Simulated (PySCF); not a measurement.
Isomers of CH2B2O. Isolated molecules, 0 K electronic values unless said otherwise. One relaxed conformer stands for each flexible species; it need not be the lowest. Strings in code marks are SMILES.

These are PBE-D3(BJ)/def2-TZVP // r2SCAN-D4/def2-TZVP in PySCF values and carry that method's errors. All candidates: neutral, multiplicity 1. Excitations are Tamm–Dancoff values on a coarser integration grid. The basis has no diffuse functions, so Rydberg states are missing or too high.

LUMO: -3.39 eV
HOMO–LUMO gap: 3.33 eV
S1 excitation (TDA): 3.35 eV

### Question
Which member has these values?
(A) `OC1=BB1`
(B) `BB=C=O`
(C) `[H]/B=C\B=O`
(D) `[H]/B=C1\BO1`

### Answer
C, `[H]/B=C\B=O`. The others give `[H]/B=C1\BO1`: -3.25 eV, 2.10 eV, 2.21 eV; `BB=C=O`: -5.17 eV, 0.47 eV, 0.62 eV; `OC1=BB1`: -3.26 eV, 3.05 eV, 3.16 eV
